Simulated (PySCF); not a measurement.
**Two-component Hartree-Fock for Au⁵³⁺ (gold, charge +53)**

Start: [Ar] 3d8; 3d3/2 filled at m_j = -3/2, -1/2, +1/2, +3/2; 3d5/2 filled at m_j = -1/2, +1/2, +3/2, +5/2. Calculated with PySCF 2.14 in an uncontracted even-tempered set (15 s from 15 bohr⁻², ratio 2.8; 13 p from 19 bohr⁻², ratio 2.8; 8 d from 19 bohr⁻², ratio 2.8; 3 f from 69 bohr⁻², ratio 3): generalised Hartree-Fock with the X2C-1e Hamiltonian and a Gaussian nucleus; one run each with spin-orbit coupling (SO) switched off, then screened by Boettger's factors.

```tsv
spinor shell	electrons	ε, spin-free (eV)	ε, screened SO (eV)	weight of nominal j (screened SO)	rms radius, screened SO (bohr)
1s1/2	2	-84372.2	-84339.9	1.000	0.0190
2s1/2	2	-17588.8	-17577.8	1.000	0.0766
2p1/2	2	-15649.6	-16984.2	1.000	0.0649
2p3/2	4	-15649.6	-15122.6	1.000	0.0727
3s1/2	2	-6356.8	-6353.5	1.000	0.191
3p1/2	2	-5777.3	-6103.0	1.000	0.182
3p3/2	4	-5777.3	-5645.9	1.000	0.197
3d3/2	4	-5209.6	-5265.0	0.996	0.170
3d5/2	4	-5209.6	-5168.7	0.998	0.174
```

```
   quantity     spin-free   screened SO
E (hartree)  -16663.62292  -16694.64424
        M_J             4             4
       ⟨J²⟩        20.000        20.000
       ⟨L²⟩        12.000        13.226
       ⟨S²⟩         2.000         1.795
```

Each row is a mean over spinors that exchange with the open shell spreads, by up to 41.579 eV (3p3/2).

Breit and QED terms are absent; they matter most for the inner s and p1/2 levels.

Densities and radii are taken from the X2C orbitals without a picture-change correction, which distorts them close to the nucleus.

Without spin-orbit coupling the j labels of p, d and f shells carry no meaning; the spin-free column gives the mean over the occupied spinors of each nl shell.
